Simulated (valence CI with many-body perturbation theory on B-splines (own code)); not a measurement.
# E1 transitions of Ba⁴¹⁺

Method: configuration interaction combined with many-body perturbation theory (CI+MBPT): five valence electrons over a frozen Dirac-Fock core [Ne], a basis of 11 s, 11 p, 10 d, 8 f, 5 g, 2 h functions for each j, with the one-electron correlation potential Σ1 (screened to all orders), the two-electron term Σ2, the three-electron term Σ3, Breit, model QED; selected single and double excitations, second order for the rest, scaled by the run's own slope (own B-spline code, finite nucleus).

No measured spectrum was set against this ion. As an estimate, large intervals hold to a few tenths of a per cent, small ones and those within an open d or f shell to about a per cent. Among the levels kept, up to 3200 cm⁻¹ of a level comes from second order outside the variational space, and about a tenth of that is noise between levels of different J, which matters for small intervals.

Lines 101 to 150 of 548 in falling wavelength, among levels below 598.35 eV, chosen from the strongest by gf and those to the six lowest levels. Wavelengths and rates use the calculated energies. Electric multipoles are in the length gauge, E1 and E2 with the static RPA response of the core. Weak lines are less certain than strong ones. Lines between different terms over intervals too small for the method are left out, as are lines whose strength nearly cancels. The highest levels of a list are the least certain.

Levels are named by their leading jj configuration (3d3/2^4 stands for four electrons in 3d with j = 3/2), which in mixed levels can hold well under half, so a name can repeat and another be missing. Letters in brackets count levels of one name in rising energy.

| λ vac (nm) | Upper | Lower | A (s⁻¹) | log gf | Branch % |
| --- | --- | --- | --- | --- | --- |
| 6.398 | (3s^2 3p1/2 3d5/2^2) J=9/2 | (3s^2 3p1/2 3p3/2 3d5/2) J=7/2 [b] | 8.81e+10 | -0.27 | 40.9 |
| 6.387 | (3s 3p1/2^2 3p3/2 3d5/2) J=5/2 [b] | (3s 3p1/2^2 3p3/2^2) J=3/2 | 1.27e+11 | -0.33 | 51.3 |
| 6.382 | (3s 3p1/2^2 3p3/2 3d3/2) J=5/2 [a] | (3s^2 3p1/2^2 3d3/2) J=3/2 | 4.13e+08 | -2.82 | 2.6 |
| 6.372 | (3s 3p1/2 3p3/2^2 3d5/2) J=3/2 [e] | (3s 3p1/2 3p3/2^3) J=3/2 | 9.94e+10 | -0.62 | 15.8 |
| 6.367 | (3s^2 3p1/2 3d5/2^2) J=5/2 | (3s^2 3p1/2 3p3/2 3d3/2) J=5/2 [b] | 2.37e+10 | -1.06 | 10.9 |
| 6.361 | (3s^2 3p3/2 3d5/2^2) J=9/2 | (3s^2 3p3/2^2 3d3/2) J=7/2 | 6.40e+10 | -0.41 | 36.8 |
| 6.358 | (3s 3p1/2^2 3d3/2 3d5/2) J=5/2 [a] | (3s 3p1/2^2 3p3/2 3d3/2) J=3/2 [a] | 4.76e+10 | -0.76 | 61.0 |
| 6.355 | (3s^2 3p3/2 3d5/2^2) J=11/2 | (3s^2 3p3/2^2 3d5/2) J=9/2 | 9.38e+10 | -0.17 | 56.6 |
| 6.346 | (3s^2 3p3/2 3d5/2^2) J=3/2 [b] | (3s^2 3p3/2^2 3d5/2) J=3/2 | 4.50e+10 | -0.96 | 7.6 |
| 6.334 | (3s 3p1/2^2 3p3/2 3d3/2) J=3/2 [a] | (3s^2 3p1/2^2 3d3/2) J=3/2 | 2.96e+09 | -2.15 | 12.7 |
| 6.332 | (3s 3p1/2 3p3/2^2 3d3/2) J=5/2 [f] | (3s^2 3p1/2 3p3/2 3d5/2) J=3/2 [c] | 1.83e+10 | -1.18 | 2.7 |
| 6.329 | (3s 3p1/2 3p3/2^2 3d5/2) J=9/2 [b] | (3s^2 3p1/2 3p3/2 3d5/2) J=7/2 [a] | 3.49e+10 | -0.68 | 41.2 |
| 6.306 | (3s 3p1/2^2 3p3/2 3d5/2) J=3/2 [b] | (3s 3p1/2^2 3p3/2^2) J=1/2 | 5.89e+10 | -0.85 | 26.5 |
| 6.305 | (3s^2 3p3/2 3d5/2^2) J=7/2 [a] | (3s^2 3p3/2^2 3d3/2) J=5/2 | 1.47e+10 | -1.15 | 8.4 |
| 6.303 | (3s 3p1/2 3p3/2^2 3d3/2) J=5/2 [c] | (3s^2 3p1/2 3p3/2 3d3/2) J=3/2 [b] | 4.36e+10 | -0.81 | 7.0 |
| 6.300 | (3s 3p1/2 3p3/2^2 3d5/2) J=3/2 [b] | (3s^2 3p1/2 3p3/2 3d5/2) J=1/2 | 2.95e+10 | -1.15 | 5.9 |
| 6.291 | (3s 3p1/2 3p3/2^2 3d3/2) J=7/2 [b] | (3s^2 3p1/2 3p3/2 3d3/2) J=5/2 [b] | 3.54e+10 | -0.77 | 9.0 |
| 6.276 | (3s^2 3p3/2 3d5/2^2) J=3/2 [a] | (3s^2 3p3/2^2 3d5/2) J=5/2 [a] | 2.79e+10 | -1.18 | 5.3 |
| 6.273 | (3s^2 3p1/2 3p3/2 3d5/2) J=7/2 [b] | (3s^2 3p1/2 3p3/2^2) J=5/2 | 1.34e+11 | -0.20 | 100.0 |
| 6.266 | (3s 3p1/2^2 3d3/2 3d5/2) J=3/2 [a] | (3s 3p1/2^2 3p3/2 3d3/2) J=1/2 [a] | 5.14e+10 | -0.92 | 53.3 |
| 6.256 | (3s 3p1/2 3p3/2^2 3d5/2) J=11/2 | (3s^2 3p1/2 3p3/2 3d5/2) J=9/2 | 4.57e+10 | -0.49 | 83.4 |
| 6.252 | (3s^2 3p3/2 3d5/2^2) J=5/2 [b] | (3s^2 3p3/2^2 3d5/2) J=5/2 [a] | 4.19e+10 | -0.83 | 10.7 |
| 6.232 | (3s^2 3p3/2 3d5/2^2) J=9/2 | (3s^2 3p3/2^2 3d5/2) J=7/2 | 8.16e+10 | -0.32 | 46.9 |
| 6.223 | (3s^2 3p1/2 3p3/2 3d5/2) J=3/2 [c] | (3s^2 3p1/2 3p3/2^2) J=1/2 | 4.85e+10 | -0.95 | 20.0 |
| 6.219 | (3s 3p1/2^2 3d5/2^2) J=5/2 | (3s 3p1/2^2 3p3/2 3d5/2) J=5/2 [a] | 3.99e+10 | -0.86 | 25.1 |
| 6.218 | (3s^2 3p3/2 3d3/2 3d5/2) J=5/2 [d] | (3s^2 3p3/2^2 3d3/2) J=3/2 [b] | 1.08e+11 | -0.42 | 15.9 |
| 6.211 | (3s 3p1/2^2 3d3/2 3d5/2) J=9/2 | (3s 3p1/2^2 3p3/2 3d3/2) J=7/2 | 9.09e+10 | -0.28 | 72.9 |
| 6.208 | (3s 3p1/2 3p3/2^2 3d5/2) J=7/2 [e] | (3s 3p1/2 3p3/2^3) J=5/2 | 1.75e+11 | -0.09 | 40.0 |
| 6.206 | (3s 3p1/2^2 3d5/2^2) J=7/2 | (3s 3p1/2^2 3p3/2 3d5/2) J=5/2 [a] | 2.07e+10 | -1.02 | 15.2 |
| 6.206 | (3s^2 3p1/2 3p3/2 3d5/2) J=5/2 [b] | (3s^2 3p1/2 3p3/2^2) J=5/2 | 6.79e+09 | -1.63 | 2.2 |
| 6.205 | (3s 3p1/2 3p3/2^2 3d5/2) J=3/2 [c] | (3s^2 3p1/2 3p3/2 3d5/2) J=3/2 [c] | 8.15e+10 | -0.73 | 15.5 |
| 6.204 | (3s 3p1/2^2 3d5/2^2) J=3/2 | (3s 3p1/2^2 3p3/2 3d5/2) J=3/2 [a] | 3.81e+10 | -1.06 | 28.3 |
| 6.198 | (3s 3p1/2 3p3/2^2 3d5/2) J=5/2 [c] | (3s^2 3p1/2 3p3/2 3d5/2) J=3/2 [c] | 9.99e+10 | -0.46 | 23.1 |
| 6.195 | (3s 3p1/2 3p3/2^2 3d3/2) J=7/2 [a] | (3s^2 3p1/2 3p3/2 3d3/2) J=7/2 | 1.69e+10 | -1.11 | 13.7 |
| 6.193 | (3s 3p1/2^2 3p3/2 3d3/2) J=5/2 [b] | (3s^2 3p1/2^2 3d5/2) J=5/2 | 2.09e+09 | -2.14 | 1.1 |
| 6.190 | (3s 3p1/2 3p3/2^2 3d5/2) J=5/2 [f] | (3s 3p1/2 3p3/2^3) J=3/2 | 2.23e+11 | -0.11 | 32.5 |
| 6.174 | (3s^2 3p1/2 3p3/2 3d5/2) J=3/2 [b] | (3s^2 3p1/2 3p3/2^2) J=5/2 | 1.72e+10 | -1.41 | 13.6 |
| 6.164 | (3s^2 3p3/2 3d5/2^2) J=1/2 | (3s^2 3p3/2^2 3d5/2) J=1/2 | 2.00e+11 | -0.64 | 42.0 |
| 6.158 | (3s 3p1/2 3p3/2^2 3d5/2) J=7/2 [a] | (3s^2 3p1/2 3p3/2 3d3/2) J=5/2 [a] | 1.82e+10 | -1.08 | 15.4 |
| 6.149 | (3s^2 3p3/2 3d3/2 3d5/2) J=7/2 [c] | (3s^2 3p3/2^2 3d3/2) J=5/2 | 1.49e+11 | -0.17 | 21.9 |
| 6.145 | (3s^2 3p3/2 3d3/2 3d5/2) J=7/2 [c] | (3s^2 3p3/2^2 3d5/2) J=7/2 | 3.25e+10 | -0.83 | 4.8 |
| 6.133 | (3p1/2^2 3p3/2^2 3d3/2) J=7/2 | (3s 3p1/2^2 3p3/2 3d5/2) J=7/2 [a] | 2.11e+10 | -1.02 | 6.4 |
| 6.132 | (3s 3p1/2^2 3d3/2 3d5/2) J=5/2 [b] | (3s 3p1/2^2 3p3/2 3d3/2) J=7/2 | 1.71e+10 | -1.24 | 14.9 |
| 6.127 | (3s 3p1/2^2 3d5/2^2) J=7/2 | (3s 3p1/2^2 3p3/2 3d3/2) J=5/2 [b] | 2.04e+10 | -1.04 | 14.9 |
| 6.114 | (3s 3p1/2^2 3p3/2 3d5/2) J=5/2 [a] | (3s^2 3p1/2^2 3d5/2) J=5/2 | 5.63e+10 | -0.72 | 66.2 |
| 6.110 | (3s 3p1/2^2 3p3/2 3d5/2) J=7/2 [b] | (3s 3p1/2^2 3p3/2^2) J=5/2 | 1.12e+11 | -0.30 | 58.7 |
| 6.108 | (3s 3p1/2 3p3/2^2 3d5/2) J=3/2 [f] | (3s 3p1/2 3p3/2^3) J=1/2 | 3.35e+11 | -0.13 | 50.3 |
| 6.100 | (3s^2 3p1/2 3d3/2 3d5/2) J=5/2 | (3s^2 3p1/2 3p3/2 3d3/2) J=3/2 [a] | 9.07e+10 | -0.52 | 45.8 |
| 6.092 | (3s 3p1/2^2 3p3/2^2) J=5/2 | (3s^2 3p1/2^2 3p3/2) J=3/2 | 9.06e+10 | -0.52 | 91.4 |
| 6.089 | (3s 3p1/2 3p3/2^2 3d5/2) J=3/2 [f] | (3s 3p1/2 3p3/2^3) J=3/2 | 1.08e+11 | -0.62 | 16.2 |
